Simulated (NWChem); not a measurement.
System: C3H9B; SMILES CB(C)C

Excerpt of the output:

```
             Northwest Computational Chemistry Package (NWChem) 7.3.0
             --------------------------------------------------------

 C1  symmetry detected

                             Geometry "geometry" -> ""
                             -------------------------

 Output coordinates in angstroms (scale by  1.889725989 to convert to a.u.)

  No.       Tag          Charge          X              Y              Z
 ---- ---------------- ---------- -------------- -------------- --------------
    1 B                    5.0000     0.00003353    -0.00023693    -0.00171936
    2 C                    6.0000     1.39442147     0.74397999    -0.00113042
    3 H                    1.0000     2.01746668     0.39176474    -0.83693960
    4 H                    1.0000     1.95699092     0.46812884     0.90459715
    5 H                    1.0000     1.34470454     1.83783506    -0.04698963
    6 C                    6.0000    -0.05300892    -1.57991760     0.00051306
    7 H                    1.0000    -0.59863626    -1.93301323    -0.88836093
    8 H                    1.0000    -0.64613372    -1.93906437     0.85517711
    9 H                    1.0000     0.91980249    -2.08409657     0.02289722
   10 C                    6.0000    -1.34139326     0.83584265    -0.00018036
   11 H                    1.0000    -2.26485335     0.24567856     0.00033422
   12 H                    1.0000    -1.36578656     1.50905054    -0.87073522
   13 H                    1.0000    -1.36383812     1.50547080     0.87340275

 Effective nuclear repulsion energy (a.u.)     112.0717150573

                                 NWChem DFT Module
                                 -----------------

 Summary of "ao basis" -> "ao basis" (spherical)
 ------------------------------------------------------------------------------
       Tag                 Description            Shells   Functions and Types
 ---------------- ------------------------------  ------  ---------------------
 B                          def2-svp                 6       14   3s2p1d
 C                          def2-svp                 6       14   3s2p1d
 H                          def2-svp                 3        5   2s1p

            General Information
            -------------------
          SCF calculation type: DFT
          Wavefunction type:  closed shell.
          No. of atoms     :    13
          No. of electrons :    32
           Alpha electrons :    16
            Beta electrons :    16
          Charge           :     0
          Spin multiplicity:     1
          Use of symmetry is: off; symmetry adaption is: off
          Maximum number of iterations: 150
          AO basis - number of functions:   101
                     number of shells:    51
          Convergence on energy requested:  1.00D-06
          Convergence on density requested:  1.00D-05
          Convergence on gradient requested:  5.00D-04

              XC Information
              --------------
                         PBE0 Method XC Functional
                     Hartree-Fock (Exact) Exchange  0.250
          PerdewBurkeErnzerhof Exchange Functional  0.750
            Perdew 1991 LDA Correlation Functional  1.000 local
           PerdewBurkeErnz. Correlation Functional  1.000 non-local

             Grid Information
             ----------------
          Grid used for XC integration:  medium
          Radial quadrature: Mura-Knowles
          Angular quadrature: Lebedev.
          Tag              B.-S. Rad. Rad. Pts. Rad. Cut. Ang. Pts.
          ---              ---------- --------- --------- ---------
          B                   0.85       49           8.0       434
          C                   0.70       49          10.0       434
          H                   0.35       45          11.0       434
          Grid pruning is: on
          Number of quadrature shells:   601
          Spatial weights used:  Erf1

      Superposition of Atomic Density Guess
      -------------------------------------

 Sum of atomic energies:        -141.87193733

      Non-variational initial energy
      ------------------------------

 Total energy =    -144.524110
 1-e energy   =    -409.085221
 2-e energy   =     152.489396
 HOMO         =      -0.374673
 LUMO         =       0.002718

     ---------------------------------------------
      Total Density - Mulliken Population Analysis
     ---------------------------------------------

    Atom       Charge   Shell Charges
 -----------   ------   -------------------------------------------------------
    1 B    5     4.86   1.99  0.92  0.17  1.27  0.43  0.08
    2 C    6     6.44   1.99  0.97  0.20  2.15  1.12  0.01
    3 H    1     0.86   0.65  0.19  0.03
    4 H    1     0.86   0.65  0.19  0.03
    5 H    1     0.88   0.66  0.19  0.03
    6 C    6     6.44   1.99  0.97  0.20  2.15  1.12  0.01
    7 H    1     0.86   0.65  0.19  0.03
    8 H    1     0.86   0.65  0.19  0.03
    9 H    1     0.88   0.66  0.19  0.03
   10 C    6     6.44   1.99  0.97  0.20  2.15  1.12  0.01
   11 H    1     0.88   0.66  0.19  0.03
   12 H    1     0.86   0.65  0.19  0.03
   13 H    1     0.86   0.65  0.19  0.03

   convergence    iter        energy       DeltaE   RMS-Dens  Diis-err
 ---------------- ----- ----------------- --------- --------- ---------
 d= 0,ls=0.0,diis     1   -144.2722880093 -2.56D+02  6.02D-03  2.88D-01
 d= 0,ls=0.0,diis     2   -144.3009572440 -2.87D-02  2.37D-03  6.95D-02
 d= 0,ls=0.0,diis     3   -144.3078925778 -6.94D-03  8.97D-04  1.46D-02
 d= 0,ls=0.0,diis     4   -144.3098572049 -1.96D-03  7.36D-05  3.76D-05
 d= 0,ls=0.0,diis     5   -144.3098624879 -5.28D-06  2.29D-05  6.03D-06
 d= 0,ls=0.0,diis     6   -144.3098633895 -9.02D-07  2.45D-06  1.04D-07

         Total DFT energy =     -144.309863389462
      One electron energy =     -414.126605318421
           Coulomb energy =      181.218893582104
    Exchange-Corr. energy =      -23.473866710431
 Nuclear repulsion energy =      112.071715057285

[...]
```

Level: PBE0/def2-SVP. All runs use the structure optimised with B3LYP/6-31G* (spherical d).

Question: Which NWChem input produces such a log?

Answer: This is not unique; one that fits is the input that was run:
```
start job
memory heap 200 mb stack 900 mb global 1100 mb
geometry units angstroms noautoz
  B      0.000106    -0.000283    -0.001859
  C      1.154253     1.079588    -0.002331
  H      1.847057     0.900083    -0.838165
  H      1.769267     0.959473     0.903346
  H      0.823002     2.123235    -0.048887
  C      0.357881    -1.539827     0.001431
  H     -0.077919    -2.022812    -0.886987
  H     -0.121834    -2.039665     0.856574
  H      1.428065    -1.774918     0.023746
  C     -1.512053     0.459967    -0.000317
  H     -2.251218    -0.349172     0.000964
  H     -1.710118     1.103258    -0.871303
  H     -1.706913     1.101595     0.872836
end
basis spherical
  * library def2-svp
end
dft
  xc pbe0
  iterations 150
  mulliken
end
task dft energy
```
